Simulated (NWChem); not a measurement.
Correlation energy of Cl2Se

```xyz
3

Se     0.0000     0.0000    -0.6872
Cl    -1.7155     0.0000     0.6872
Cl     1.7155     0.0000     0.6872
```
Charge 0, spin multiplicity 1.

All runs are NWChem calculations. The geometry was optimised at B3LYP/def2-SVP, a minimum by its harmonic frequencies.

Basis set: 6-31G*. Each correlation energy counts from its own Hartree-Fock reference.

The Hamiltonian is non-relativistic. The correlated methods keep 19 core orbitals frozen. The Pople sets run with spherical d functions. The structure started from a generated list of species. Coupled-cluster values serve here as a point of comparison, not as the truth.

For the correlation energy, MP2 gives -506.4 mHa and SCS-MP2 gives -480.2 mHa. What do CR-CCSD[T], CR-CCSD(T), CCSD give?

CR-CCSD[T]: -542.5 mHa; CR-CCSD(T): -542.1 mHa; CCSD: -531.5 mHa.
